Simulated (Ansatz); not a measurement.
Two members of one family ([Ln(NH3)6]3+), computed with Ansatz in the gas phase; def2 core potentials for Eu, Sm, no spin–orbit coupling. HOMO and LUMO are taken over both spins. With an open 4f shell the SCF may have ended above the lowest state. The structures are stationary points that may keep the symmetry of their start. Remarks come from the PBE and PBE0 runs and from stability tests at other levels; not every state was tested.

First: [Sm(NH3)6]3+ (sextet, charge 3, PBE-D4/def2-SVP geometry).

| atom | x (Å) | y (Å) | z (Å) |
| --- | --- | --- | --- |
| Sm1 | -0.001 | -0.001 | -0.001 |
| N2 | -0.896 | 1.225 | 2.112 |
| H3 | -0.618 | 0.809 | 3.021 |
| H4 | -1.932 | 1.259 | 2.172 |
| H5 | -0.618 | 2.219 | 2.212 |
| N6 | 0.898 | -1.208 | -2.124 |
| H7 | 0.577 | -0.816 | -3.030 |
| H8 | 0.665 | -2.215 | -2.205 |
| H9 | 1.932 | -1.195 | -2.212 |
| N10 | 0.190 | -2.179 | 1.338 |
| H11 | 1.092 | -2.303 | 1.835 |
| H12 | 0.098 | -3.044 | 0.773 |
| H13 | -0.523 | -2.292 | 2.083 |
| N14 | -0.183 | 2.172 | -1.353 |
| H15 | 0.600 | 2.334 | -2.013 |
| H16 | -0.211 | 3.038 | -0.781 |
| H17 | -1.030 | 2.241 | -1.948 |
| N18 | 2.300 | 0.787 | 0.929 |
| H19 | 2.335 | 0.992 | 1.945 |
| H20 | 2.666 | 1.657 | 0.498 |
| H21 | 3.076 | 0.111 | 0.794 |
| N22 | -2.309 | -0.797 | -0.903 |
| H23 | -2.329 | -1.124 | -1.887 |
| H24 | -3.057 | -0.078 | -0.875 |
| H25 | -2.724 | -1.591 | -0.380 |

```json
{"level": "PBE-D4/def2-SVP", "HOMO (eV)": "-18.71", "LUMO (eV)": "-18.04", "gap (eV)": "0.67"}
{"level": "PBE-D4/def2-TZVP", "HOMO (eV)": "-18.78", "LUMO (eV)": "-18.10", "gap (eV)": "0.68"}
{"level": "r2SCAN-D4/def2-TZVP", "HOMO (eV)": "-19.52", "LUMO (eV)": "-17.87", "gap (eV)": "1.65"}
{"level": "PBE0-D4/def2-SVP", "HOMO (eV)": "-21.00", "LUMO (eV)": "-16.43", "gap (eV)": "4.57"}
{"level": "PBE0-D4/def2-TZVP", "HOMO (eV)": "-21.01", "LUMO (eV)": "-16.34", "gap (eV)": "4.67"}
```

Metal–donor distances: 6 × N 2.56 to 2.60 Å. Remarks: spin-contaminated (⟨S²⟩ up to 8.87).

Second: [Eu(NH3)6]3+ (septet, charge 3, PBE-D4/def2-SVP geometry).

```xyz
25

Eu   -0.0002   -0.0012   -0.0007
N     1.2870   -1.6488   -1.5479
H     0.7307   -2.0878   -2.3037
H     1.7031   -2.4581   -1.0476
H     2.0938   -1.2308   -2.0493
N    -1.2770    1.6562    1.5471
H    -0.7266    2.0625    2.3262
H    -2.1096    1.2552    2.0177
H    -1.6528    2.4888    1.0541
N    -2.0431   -1.5499   -0.4466
H    -2.5630   -1.3194   -1.3150
H    -2.7732   -1.5226    0.2907
H    -1.8330   -2.5602   -0.5473
N     2.0309    1.5587    0.4588
H     1.8288    2.5754    0.4703
H     2.8061    1.4697   -0.2256
H     2.4936    1.3909    1.3729
N    -0.2975    1.4076   -2.1690
H    -0.1282    0.8939   -3.0537
H     0.3172    2.2384   -2.2471
H    -1.2515    1.7967   -2.2905
N     0.2983   -1.4250    2.1570
H     0.0300   -0.9526    3.0396
H     1.2756   -1.7275    2.3285
H    -0.2395   -2.3102    2.1811
```

Task: What does the change do? Estimate second minus first.

Result: 
```tsv
level	Δ HOMO (eV)	Δ LUMO (eV)	Δ gap (eV)
PBE-D4/def2-SVP	-0.14	-0.44	-0.30
PBE-D4/def2-TZVP	-0.15	-0.45	-0.30
r2SCAN-D4/def2-TZVP	0.01	-0.77	-0.78
PBE0-D4/def2-SVP	0.00	-1.11	-1.12
PBE0-D4/def2-TZVP	-0.01	-1.09	-1.08
```

Metal–donor distances: 6 × N 2.60 Å. Remarks: spin-contaminated (⟨S²⟩ up to 12.23).
